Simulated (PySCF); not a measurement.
## Radial density of F (fluorine, neutral)

UHF, [He] 2s2 2p5, 2P determinant. Computed with PySCF 2.14 in dyall-av3z (15s9p3d2f, 71 functions), with no relativity, point nucleus.

```
r (bohr)  4πr²ρ (e/bohr)  4πr²(ρα − ρβ)
 0.00232         0.02902         0.0000
 0.00390         0.07985         0.0000
 0.00656          0.2153         0.0001
  0.0110          0.5623         0.0002
  0.0186           1.390         0.0004
  0.0312           3.135         0.0012
  0.0525           6.072         0.0039
  0.0883           9.134         0.0157
   0.149           9.144         0.0686
   0.250           5.418         0.2563
   0.420           4.351         0.6645
   0.707           6.247         0.9501
    1.19           4.172         0.5728
    2.00          0.9634         0.1037
    3.36         0.05832         0.0018
    5.66       0.0003970         0.0000
```
